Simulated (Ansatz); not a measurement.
Calculated with Ansatz (gas phase, PBE0-D4/def2-TZVP geometries, no zero-point term in ΔE). CCSD(T)/CBS is the MP2 limit (def2-TZVPP, def2-QZVPP) plus CCSD(T) − MP2 in def2-TZVPP, frozen cores. DFT in def2-TZVPP. For Ge outer-core shells are correlated without core-valence functions, which leaves a few kJ/mol of doubt a bond. Scalar relativity is left out up to krypton. Each species was taken in one conformer, which may not be the lowest.

Consider the cleavage of the Ge–Si bond: `[SiH3][SiH2][GeH3]` + `O[SiH](F)S` → `O[SiH](F)[S][GeH3]` + `[SiH3][SiH3]`.

```
             level  ΔE (kJ/mol)  difference from CCSD(T)/CBS
           BLYP-D4        -26.0                          0.5
            B97M-V        -27.9                         -1.4
          BHLYP-D4        -32.9                         -6.4
      CAM-B3LYP-D4        -28.1                         -1.6
           ωB97M-V        -29.5                         -3.0
            B2PLYP        -27.9                         -1.4
            revPBE        -16.1                         10.4
           r2SCAN0        -25.5                          1.0
             BHLYP        -29.9                         -3.4
       HF/def2-SVP        -40.3                        -13.8
     HF/def2-TZVPP        -38.5                        -12.0
SCS-MP2/def2-TZVPP        -34.2                         -7.7
   CCSD/def2-TZVPP        -27.3                         -0.8
    MP2/def2-QZVPP        -32.4                         -5.9
SCS-MP2/def2-QZVPP        -34.0                         -7.5
    CCSD/CBS(def2)        -26.6                         -0.1
       CCSD(T)/CBS        -26.5                            0
```

Largest T1 diagnostic among the species: 0.013.

Leaving LDA and LC-ωPBE aside and taking each functional with its dispersion term where it has one, the values, not all of them listed here, spread over 13.9 kJ/mol, from BHLYP-D4 to PBE-D4. From PBE to PBE0 (25 % exact exchange), in def2-TZVPP and without D4, ΔE moves by −3.8 kJ/mol. The D4 term adds −3.7 kJ/mol with B3LYP and −1.8 kJ/mol with PBE0; it sums over pairs of atoms, weighted by their polarisabilities, and B3LYP, whose exchange is more repulsive, gets the larger term.

B3LYP here is the variant with VWN-RPA as its local correlation; programs differ in this.
